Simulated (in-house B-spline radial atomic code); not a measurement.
How numerical settings move a run on the chromium ion Cr⁺, [Ar] 3d5. Computed with a B-spline radial code for spherical atoms: scalar-relativistic (X2C) BP86, spin-polarised, spherical fractional occupations, Fermi nucleus of rms radius 3.6452 fm.

Command:
```bash
python run_scf.py task.json out
```
Settings of the sound reference run:
```
Z                24
electrons        23
configuration    [Ar] 3d5
hamiltonian      x2c
method           b88,p86
spin_polarised   True
nucleus          fermi
rms_radius       3.6452
mass_number      52
atomic_mass      51.9405
speed_of_light   137.036
knot_spacing     0.22
spline_order     8
gauss_points     12
box_radius       35.29
max_iterations   70
damping          0.5
damped_steps     3
diis_vectors     10
tolerance        1e-08
start            Thomas-Fermi
```

Cost of the run: 0.4 s on 1 thread of Arm Neoverse N1, on a shared host.

It converges in 10 iterations to -1050.694781 hartree, with 3d up at -10.9905 eV. The other runs change the listed settings, some to values that make no sense; their results aren't properties of the atom or ion. Radii are in bohr (the nuclear one in fm), a minus after a letter asks for a j subshell, and «unchanged» means within 1e-8 hartree. The run stops when the residual is below 10 × tolerance × max(1, Z/10), or a noise floor if that is larger, and the energy moves by less than 1e-8 × √|E| hartree; so very loose and very tight tolerances often act alike.

```tsv
changed settings	outcome
knot_spacing = 1	converged in 10 iterations, energy +5.43e+00 hartree from the reference, 3d up level -1.2e-02 eV
knot_spacing = 1.4	converged in 10 iterations, energy +3.30e+01 hartree from the reference, 3d up level -9.3e-01 eV (the program warns: 1s up reaches the box edge; 1s down reaches the box edge)
knot_spacing = 0.75	converged in 11 iterations, energy +8.08e-01 hartree from the reference, 3d up level -6.2e-04 eV
first_knot = 4.17e-06	converged in 10 iterations, energy +3.42e-06 hartree from the reference, 3d up level -2.2e-06 eV
first_knot = 0.0417	converged in 10 iterations, energy +7.61e-02 hartree from the reference, 3d up level -1.1e-04 eV
knot_spacing = 0.3	converged in 11 iterations, energy +1.36e-05 hartree from the reference, 3d up level -2.9e-05 eV
knot_spacing = 0.1	converged in 10 iterations, energy +2.20e-06 hartree from the reference
start = bare nucleus	converged in 12 iterations, energy unchanged, 3d up level -2.4e-05 eV
electrons = 24, configuration = [Ar] 3d5 4s-1, max_iterations = 60	stopped with error: j subshells need the Dirac Hamiltonian and l > 0
gauss_points = 16, max_iterations = 100, tolerance = 0.0001	converged in 10 iterations, energy +2.82e-06 hartree from the reference, 3d up level -6.1e-07 eV
first_knot = 0.000417	converged in 10 iterations, energy +1.06e-04 hartree from the reference, 3d up level -3.6e-07 eV
hamiltonian = dirac, method = hf, spin_polarised = False, speed_of_light = 12.00435	stopped with error: Z/c is past the critical charge
knot_spacing = 0.15	converged in 10 iterations, energy +2.29e-06 hartree from the reference, 3d up level -1.3e-06 eV
knot_spacing = 0.4	converged in 11 iterations, energy +1.36e-04 hartree from the reference, 3d up level +3.2e-05 eV
gauss_points = 3, max_iterations = 75, damping = 0.2	not converged after 75 iterations, last residual 2.3e+03, last energy +7.44e+04 hartree from the reference
spline_order = 7, box_radius = 3.53, max_iterations = 3, damped_steps = 0	not converged after 3 iterations, last residual 7.5e-02, last energy +2.78e-01 hartree from the reference
```

Problem. What happens with knot_spacing = 0.55?

Solution. Converged in 11 iterations, energy +1.17e-02 hartree from the reference, 3d up level +1.4e-03 eV.

Problem. What happens with first_knot = 0.0125?

Solution. Converged in 10 iterations, energy +4.69e-03 hartree from the reference, 3d up level -6.9e-06 eV.

Problem. What happens with first_knot = 4.17e-05?

Solution. Converged in 10 iterations, energy +1.33e-06 hartree from the reference, 3d up level -1.3e-06 eV.

Problem. What happens with electrons = 31, configuration = [Ar] 3d5 5s2 5p6, max_iterations = 60?

Solution. Converged in 34 iterations to -1050.1533 hartree, a different physical problem (warning: 5s up has a positive eigenvalue: unbound, held by the box).
